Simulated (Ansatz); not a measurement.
Single points on HfH₄.

```yaml
crystal:
  periodic: [false, false, false]
  atoms:
    - {symbol: Hf, position_ang: [0.000070, -0.000018, -0.000069]}
    - {symbol: H, position_ang: [0.010219, -0.017394, 1.847307]}
    - {symbol: H, position_ang: [1.738426, 0.010414, -0.625748]}
    - {symbol: H, position_ang: [-0.878265, 1.511978, -0.596453]}
    - {symbol: H, position_ang: [-0.870450, -1.504990, -0.625037]}
basis:
  gaussian: {orbitals: def2-TZVP, initial_orbitals: start.molden}
hamiltonian: {xc: {name: LC-wPBE, parameters: {omega: 0.15/bohr}}}
scf: {omitted_lower_state_checks: [starts]}
output: {orbitals: {seedname: orbitals}}
```

The file start.molden holds the orbitals of an earlier run on this structure, at another level or in another basis.

```sh
$ ansatz run in.yaml --threads 4 --pin off --events-out ev --progress --plain --max-ram 3916MiB
```

It prints (some lines left out):

```
Functional definition: LC-wPBE
521 factors; their error is unknown
96 factors; integrals over basis functions are off by at most 2.7e-6 eV
mean field evaluation 1: about -1369.7916 eV, gradient 3.8e0 eV
mean field evaluation 2: about -1369.8151 eV, gradient 2.2e-2 eV
mean field evaluation 4: about -1369.8074 eV, gradient 8.8e-5 eV
mean field -1369.80739640 eV, -50.3394933287 hartree, gradient 1.9e-5 eV, S^2 0.000000; 0 other end points of the search recorded, 0 dependent functions left out
reference -1369.80739645 eV, -50.3394933306 hartree; 8, 8 occupied and 56, 56 virtual orbitals, 521 factors
Total energy: -1369.80739645 eV, -50.3394933306 hartree
Checks for a lower state left out: starts
```

It took 0.71 s on 4 threads of Arm Neoverse V1 on a shared host.

First input, but with `hamiltonian: {xc: {name: r2SCANh}, dispersion: d4}` (abridged; 1.1 s):

```
Functional definition: r2SCANh
mean field -1369.33231467 eV, -50.3220343973 hartree, gradient 2.9e-5 eV, S^2 0.000000
Total energy: -1369.35069907 eV, -50.3227100116 hartree
Checks for a lower state left out: starts
```

As the first input, with `gaussian: {orbitals: def2-TZVPD, initial_orbitals: start.molden}`, `hamiltonian: {xc: pbe0, dispersion: d4}` (abridged; 0.56 s):

```
Functional definition: PBE0
mean field -1368.81841842 eV, -50.3031490586 hartree, gradient 1.6e-5 eV, S^2 0.000000
Total energy: -1368.87985383 eV, -50.3054067683 hartree
Checks for a lower state left out: starts
```

The first input with `hamiltonian: {xc: {name: revPBE}, dispersion: d4}` (abridged; 0.61 s):

```
Functional definition: revPBE
mean field -1370.89010478 eV, -50.3792821278 hartree, gradient 5.9e-5 eV, S^2 0.000000
Total energy: -1371.07910853 eV, -50.3862278878 hartree
Checks for a lower state left out: starts
```

The first input with `gaussian: {orbitals: def2-TZVPP, initial_orbitals: start.molden}`, `correlation: {method: ccsd_t}` and without the key `hamiltonian` (abridged; 3.2 s):

```
Functional definition: HF
mean field -1353.42350954 eV, -49.7373965922 hartree, gradient 1.1e-6 eV, S^2 0.000000
second order -8.84519666 eV of doubles, -0.00000000 eV of singles
cycle   1  -9.33036195 eV  change   -4.9e-1 eV  update   8.0e-2
cycle   2  -9.61071543 eV  change   -2.8e-1 eV  update   2.5e-2
cycle   3  -9.66863220 eV  change   -5.8e-2 eV  update   1.4e-2
cycle   4  -9.66106602 eV  change    7.6e-3 eV  update   4.8e-3
cycle   5  -9.65967867 eV  change    1.4e-3 eV  update   1.6e-3
cycle   6  -9.66020161 eV  change   -5.2e-4 eV  update   5.3e-4
cycle   7  -9.66018016 eV  change    2.1e-5 eV  update   1.1e-4
cycle   8  -9.66021621 eV  change   -3.6e-5 eV  update   3.4e-5
cycle   9  -9.66022413 eV  change   -7.9e-6 eV  update   9.6e-6
perturbative correction -0.25841374 eV, -0.0094965299 hartree
Total energy: -1363.34214742 eV, -50.1018998111 hartree
Checks for a lower state left out: starts
```

As the first input, with `gaussian: {orbitals: def2-SVP, initial_orbitals: start.molden}`, `hamiltonian: {xc: pbe, dispersion: d4}` (abridged; 0.46 s):

```
Functional definition: PBE
mean field -1368.99695768 eV, -50.3097102554 hartree, gradient 8.1e-6 eV, S^2 0.000000
Total energy: -1369.06983608 eV, -50.3123884872 hartree
Checks for a lower state left out: starts
```

As the first input, with `hamiltonian: {xc: lda}` (abridged; 0.35 s):

```
Functional definition: SPW92
mean field -1364.29199061 eV, -50.1368059045 hartree, gradient 3.7e-5 eV, S^2 0.000000
Total energy: -1364.29203060 eV, -50.1368073740 hartree
Checks for a lower state left out: starts
```

Geometry: B3LYP-D4/def2-TZVP.

In the def2 sets Hf takes a core potential; there is no spin–orbit coupling. Correlated methods freeze no core orbitals; core or outer-core shells of Hf are correlated, in sets that lack core-valence functions.
